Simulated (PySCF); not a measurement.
## Calculated data, CH₆BNSi, C₂H₄BO, CH₃BClSi

All values are calculated (PySCF 2.14.0). Calculation on a computer-drawn molecule: the log of a Hartree-Fock and frozen-core CCSD(T) single point meant for a local Hartree-Fock minimum, with one planted fault or none, to be diagnosed. Offsets are logged minus clean, where the clean run is the same molecule without the fault. The reference is restricted for singlets and unrestricted otherwise, and also for a bond in bohr or an excited solution. Adding or removing an electron swaps singlet and doublet. The excited solution moves the top pair (singlet) or top alpha electron (doublet) to the lowest empty orbital. Highest occupied and lowest empty are orbital energies over both spins, largest force is the largest gradient component, triples share is (T) over the correlation energy, the T1 limit is 0.02 restricted and 0.045 unrestricted, electrons count all cores, a negative frequency is imaginary (commonest isotopes), and the dipole is about the centre of nuclear charge.

Common to all runs: meant charge 0; logged SCF converged yes; logged CC converged yes; logged SCF stable within its kind yes; possible faults no fault, one electron removed, one electron added, multiplicity raised by two, geometry at a saddle point, SCF held on an excited solution, minimal basis STO-3G, one bond length entered in bohr, all coordinates scaled.

(1) 
```xyz
10
formula=CH6BNSi meant_multiplicity=1 meant_basis=cc-pV(D+d)Z logged_electrons=38 logged_basis_functions=30 logged_spin_squared=0 logged_highest_occupied=-5.0625 logged_lowest_empty=7.3899 logged_largest_force=0.05402 logged_T1_diagnostic=0.008984 logged_D1_diagnostic=0.030445 logged_triples_share=0.014427 logged_dipole_magnitude=0.46459 logged_energy_HF=-404.50471 logged_energy_CCSD(T)=-404.74848 planted_fault=minimal_basis_STO-3G HF_energy_offset_from_clean_run=3051 CCSD(T)_energy_offset_from_clean_run=3240
B     -0.6043    -3.4454    -0.2944
C     -0.5293    -2.4386     0.6660
N     -1.4590    -1.8568     1.5480
Si    -3.1661    -1.8432     1.3261
H     -0.5687    -4.2478    -1.1519
H      0.4729    -2.0042     0.6940
H     -1.0539    -1.4030     2.3402
H     -3.5814    -1.0373     0.1536
H     -3.7583    -1.2757     2.5573
H     -3.6731    -3.2212     1.1061
```

Units: logged_highest_occupied, logged_lowest_empty in eV; logged_largest_force in hartree/bohr; logged_dipole_magnitude in debye; logged_energy_HF, logged_energy_CCSD(T) in hartree; HF_energy_offset_from_clean_run, CCSD(T)_energy_offset_from_clean_run in kcal/mol.

Drawn bonds:
```tsv
atom	other atom	order
1	2	2
2	3	1
3	4	1
1	5	1
2	6	1
3	7	1
4	8	1
4	9	1
4	10	1
```

(2) 
```xyz
10
formula=CH6BNSi meant_multiplicity=1 meant_basis=cc-pV(D+d)Z logged_electrons=38 logged_basis_functions=95 logged_spin_squared=2.0205 logged_highest_occupied=-6.7262 logged_lowest_empty=1.3735 logged_largest_force=0.070114 logged_T1_diagnostic=0.022421 logged_D1_diagnostic=0.11823 logged_triples_share=0.029034 logged_dipole_magnitude=2.4205 logged_energy_HF=-409.32781 logged_energy_CCSD(T)=-409.85273 planted_fault=multiplicity_raised_by_two HF_energy_offset_from_clean_run=24.23 CCSD(T)_energy_offset_from_clean_run=37.2
B     -0.6043    -3.4454    -0.2944
C     -0.5293    -2.4386     0.6660
N     -1.4590    -1.8568     1.5480
Si    -3.1661    -1.8432     1.3261
H     -0.5687    -4.2478    -1.1519
H      0.4729    -2.0042     0.6940
H     -1.0539    -1.4030     2.3402
H     -3.5814    -1.0373     0.1536
H     -3.7583    -1.2757     2.5573
H     -3.6731    -3.2212     1.1061
```

Units: logged_highest_occupied, logged_lowest_empty in eV; logged_largest_force in hartree/bohr; logged_dipole_magnitude in debye; logged_energy_HF, logged_energy_CCSD(T) in hartree; HF_energy_offset_from_clean_run, CCSD(T)_energy_offset_from_clean_run in kcal/mol.

Drawn bonds:
```tsv
atom	other atom	order
1	2	2
2	3	1
3	4	1
1	5	1
2	6	1
3	7	1
4	8	1
4	9	1
4	10	1
```

(3) 
```xyz
8
formula=C2H4BO meant_multiplicity=2 meant_basis=cc-pVDZ logged_electrons=29 logged_basis_functions=76 logged_spin_squared=0.7831 logged_highest_occupied=-7.6123 logged_lowest_empty=1.9365 logged_largest_force=3.231e-05 logged_lowest_frequency=-613.37 logged_T1_diagnostic=0.020049 logged_D1_diagnostic=0.093446 logged_triples_share=0.030195 logged_dipole_magnitude=1.1251 logged_energy_HF=-177.46564 logged_energy_CCSD(T)=-178.02649 planted_fault=geometry_at_a_saddle_point HF_energy_offset_from_clean_run=2.513 CCSD(T)_energy_offset_from_clean_run=3.356
B     -2.0124    -0.1888     0.0000
C     -0.6608     0.1667     0.0000
O      0.4016    -0.6868     0.0000
C      1.6452    -0.1610     0.0000
H     -3.1692    -0.3885     0.0000
H     -0.4258     1.2296     0.0000
H      2.4439    -0.8812     0.0000
H      1.7776     0.9100     0.0000
```

Units: logged_highest_occupied, logged_lowest_empty in eV; logged_largest_force in hartree/bohr; logged_lowest_frequency in cm⁻¹; logged_dipole_magnitude in debye; logged_energy_HF, logged_energy_CCSD(T) in hartree; HF_energy_offset_from_clean_run, CCSD(T)_energy_offset_from_clean_run in kcal/mol.

Drawn bonds:
```tsv
atom	other atom	order
1	2	2
2	3	1
3	4	1
1	5	1
2	6	1
4	7	1
4	8	1
```

(4) 
```xyz
7
formula=CH3BClSi meant_multiplicity=2 meant_basis=cc-pV(D+d)Z logged_electrons=45 logged_basis_functions=89 logged_spin_squared=0.7673 logged_highest_occupied=-8.3667 logged_lowest_empty=1.2835 logged_largest_force=0.018492 logged_T1_diagnostic=0.017796 logged_D1_diagnostic=0.072628 logged_triples_share=0.032232 logged_dipole_magnitude=2.9679 logged_energy_HF=-812.70553 logged_energy_CCSD(T)=-813.18521 planted_fault=all_coordinates_scaled,by_-2.4_% HF_energy_offset_from_clean_run=2.709 CCSD(T)_energy_offset_from_clean_run=4.284
B     -0.3335     1.0882    -1.5835
C     -1.0223     0.6489    -0.5100
Si    -0.3444    -0.8221     0.2599
Cl     0.1515    -0.5275     2.2159
H      0.3033     1.4029    -2.4841
H     -1.9084     1.0794    -0.1254
H      0.8559    -1.2352    -0.4338
```

Units: logged_highest_occupied, logged_lowest_empty in eV; logged_largest_force in hartree/bohr; logged_dipole_magnitude in debye; logged_energy_HF, logged_energy_CCSD(T) in hartree; HF_energy_offset_from_clean_run, CCSD(T)_energy_offset_from_clean_run in kcal/mol.

Drawn bonds:
```tsv
atom	other atom	order
1	2	2
2	3	1
3	4	1
1	5	1
2	6	1
3	7	1
```
